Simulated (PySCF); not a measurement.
C6H6S (triplet state).
Bonds: C1–C2, C2–C3, C3–C4 (aromatic), C4–C5 (aromatic), C5–C6 (aromatic), C6–S7 (aromatic), C3–S7 (aromatic). Hydrogens: H8, H9, H10 on C1; H11 on C4; H12 on C5; H13 on C6.

Theory: PBE0-D3(BJ)/def2-SVP geometry optimisation, gas phase (PySCF 2.14.0).

(1) What internal coordinates does the optimisation give?

Answers

(1) 
| bond | length (bohr) | order |
| --- | --- | --- |
| C1–C2 | 2.757 | single |
| C2–C3 | 2.582 | single |
| C3–C4 | 2.672 | aromatic |
| C4–C5 | 2.655 | aromatic |
| C5–C6 | 2.605 | aromatic |
| C6–S7 | 3.257 | aromatic |
| C3–S7 | 3.362 | aromatic |
| C1–H8, C1–H9, C1–H10 | 2.088 | single |
| C4–H11 | 2.059 | single |
| C5–H12 | 2.062 | single |
| C6–H13 | 2.058 | single |

Bonds in one row agree within 0.02 bohr and their mean is given. Orders are formal, as drawn. A selection of angles:
| angle | degrees |
| --- | --- |
| C2–C1–H8 | 110.7 |
| H8–C1–H9 | 107.3 |
| C1–C2–C3 | 139.1 |
| C2–C3–C4 | 129.4 |
| C2–C3–S7 | 121.6 |
| C4–C3–S7 | 109.0 |
| C3–C4–C5 | 113.5 |
| C3–C4–H11 | 121.7 |
| C5–C4–H11 | 124.9 |
| C4–C5–C6 | 113.4 |
| C4–C5–H12 | 123.8 |
| C6–C5–H12 | 122.8 |
| C5–C6–S7 | 112.3 |
| C5–C6–H13 | 127.8 |
| S7–C6–H13 | 119.9 |
| C3–S7–C6 | 91.8 |

Dihedral angles: C1–C2–C3–C4 180° (antiperiplanar). The mirror-image conformer, all signs reversed, is as good.

The 7 heavy atoms lie in one plane (0.002 Å rms). C6 (carbon bonded to C, S and H) is planar (angles 127.8°, 119.9° and 112.3°, sum 360.0°, 0.00 Å off the plane of its three neighbours). Of the pairs four or more bonds apart, S7···H8 is among the closest relative to their van der Waals radii: 3.06 Å, 102 % of the sum of Bondi's values. The 5-membered ring C3–C4–C5–C6–S7 has internal angles of 91.8° to 113.5°; it is planar, 0.00 Å rms from its mean plane, widest ring torsion 0°. C3 (carbon bonded to 2 C and S) is planar (angles 129.4°, 121.6° and 109.0°, sum 360.0°, 0.00 Å off the plane of its three neighbours). C4 (carbon bonded to 2 C and H) is planar (angles 124.9°, 121.7° and 113.5°, sum 360.0°, 0.00 Å off the plane of its three neighbours). The 5 C–C bonds span 1.366 Å (C2–C3, drawn single) to 1.459 Å (C1–C2, drawn single), a spread of 0.093 Å.

Point group: near Cs, missed by 0.25 Å at most; the miss may be what the optimiser left on a soft mode. No frequency check. ⟨S²⟩ = 2.055 (exact for a triplet: 2.00). This triplet need not be the ground state; the singlet was not compared here.
